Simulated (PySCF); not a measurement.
Molecule: `O(CF)[C@H](F)CF`, C3H5F3O.

Geometry:
| atom | x (Å) | y (Å) | z (Å) |
| --- | --- | --- | --- |
| F1 | -2.117 | 0.703 | -0.909 |
| C2 | -1.654 | 0.811 | 0.367 |
| O3 | -0.275 | 0.746 | 0.393 |
| C4 | 0.256 | -0.507 | 0.182 |
| F5 | 0.151 | -1.256 | 1.327 |
| C6 | 1.723 | -0.370 | -0.149 |
| F7 | 1.870 | 0.205 | -1.375 |
| H8 | -1.932 | 1.796 | 0.769 |
| H9 | -2.104 | -0.002 | 0.964 |
| H10 | -0.289 | -1.039 | -0.618 |
| H11 | 2.201 | 0.257 | 0.622 |
| H12 | 2.186 | -1.371 | -0.146 |

Spin–spin couplings on one PBE0-D3(BJ)/def2-SVP geometry, PySCF 2.14, gas phase, non-relativistic, equivalent pairs averaged (spin–dipole term only in couplings to heteroatoms); isotopes ¹⁹F, ¹³C, ¹H; functional B3LYP.

Q: How do the couplings (Hz) change with the basis set? Times are CPU seconds on 1 thread of an Arm Neoverse V1, shared host. Far from the basis limit: pcJ-0, 6-31G*, def2-TZVP, cc-pVTZ.

A: 
```tsv
basis set	functions	¹J(F1,C2)	¹J(C4,F5)	¹J(C6,F7)	¹J(C4,H10)	¹J(C2,H8)	¹J(C2,H9)	¹J(C6,H11)	core-s
pcJ-0	106	-392.9	-380.5	-349.6	153.3	150.4	147.6	134.1	14
6-31G*	108	-241.6	-242.5	-194.6	185.1	176.4	178.2	164.1	15
def2-TZVP	247	-321.3	-308.7	-276.7	170.9	174.3	167.8	149.3	52
cc-pVTZ	280	-283.4	-273.2	-243.9	160.7	163.1	155.5	138.7	62
```

The Fermi-contact term samples the wavefunction at the nucleus, which is why sets with added tight s functions (names with J) are made for couplings.
